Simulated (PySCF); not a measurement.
# Polarisability and C₆ of Rb⁺ (rubidium, charge +1)

[Kr], closed-shell 1S. Computed with PySCF 2.14 in aug-cc-pwCVTZ-X2C with one added diffuse shell each of s, p, d, f type (11s10p8d4f, 109 functions), with scalar relativity by spin-free X2C-1e. Coupled (time-dependent) response in atomic units; α is the mean over directions.

```csv
method,mean α (bohr³),C₆ (like pair),S(−4)
wB97M-V,9.374,55.68,14.80
```

S(−4) is the Cauchy moment in α(ω) = α(0) + S(−4) ω² + …

α(iu) at wB97M-V:

| u (hartree) | α(iu) (bohr³) |
| --- | --- |
| 0 | 9.374 |
| 0.0500 | 9.337 |
| 0.100 | 9.228 |
| 0.200 | 8.823 |
| 0.300 | 8.232 |
| 0.500 | 6.824 |
| 0.750 | 5.184 |
| 1.00 | 3.925 |
| 1.50 | 2.364 |
| 2.00 | 1.541 |
| 3.00 | 0.7876 |
| 5.00 | 0.3159 |

A single London oscillator, α(iu) = α/(1 + u²/ω²), gives C₆ = (3/4) ω α². Matching the computed C₆ needs ω = 4 × 55.68 / (3 × 9.374²) = 0.845 hartree.

For an ion, C₆ is the dispersion term alone; charge-induced terms of lower order in 1/R come first.
